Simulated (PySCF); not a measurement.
B(Cl)2(Et) (C2H5BCl2), SMILES CCB(Cl)Cl.

Geometry: PBE0-D3(BJ)/def2-SVP. Other conformers were not sampled.

All values below come from PBE/def2-TZVP run with PySCF.

The molecule is in vacuum.

Computed frontier levels, gap, dipole moment and polarisability:
* **highest occupied level**: -7.47 eV
* **lowest empty level**: -2.15 eV
* **orbital gap**: 5.32 eV
* **dipole moment**: 1.41 D
* **quadrupole, principal values (traceless, Buckingham form, about the centre of nuclear charge)**: -2.05, 0.60, 1.46 D·Å
* **mean static polarisability**: 63.9 bohr³ (9.47 Å³)
* **polarisability, principal values**: 48.5, 67.5, 75.8 bohr³
